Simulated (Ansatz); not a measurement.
Diatomic ScN, closed-shell singlet (the spin of the measured ground state). No spin–orbit coupling. Sc is treated without relativity.

| level | bond energy D_e (kcal/mol) |
|---|---|
| B3LYP/def2-TZVPP | 95.20 |
| PBE0/def2-TZVPP | 94.01 |
| BHLYP/def2-TZVPP | 60.31 |
| CAM-B3LYP/def2-TZVPP | 88.72 |
| wB97X-V/def2-TZVPP | 91.97 |
| wB97M-V/def2-TZVPP | 86.41 |
| CCSD/def2-TZVPP | 63.22 |
| CCSD/def2-QZVPP | 69.97 |
| CCSD(T)/def2-QZVPP | 87.33 |

The rows run from 60.31 (BHLYP/def2-TZVPP) to 95.20 kcal/mol (B3LYP/def2-TZVPP). The 6 functionals in def2-TZVPP without D3 or D4 span 34.89, from BHLYP to B3LYP.

D_e counts from the fitted minimum to each atom's lowest state at the same level, without counterpoise. The singlet is restricted.

Correlated levels freeze the inner cores; with def2 sets outer-core shells near the valence are correlated too.

Doubts at one or more of the structures used: a restricted determinant that unrestricted orbitals would lower (CCSD/def2-TZVPP, CCSD/def2-QZVPP, CCSD(T)/def2-QZVPP); T1 above 0.05 (CCSD/def2-TZVPP).

Programs: Ansatz (Gaussian orbitals).

Ansatz is a first-principles code.
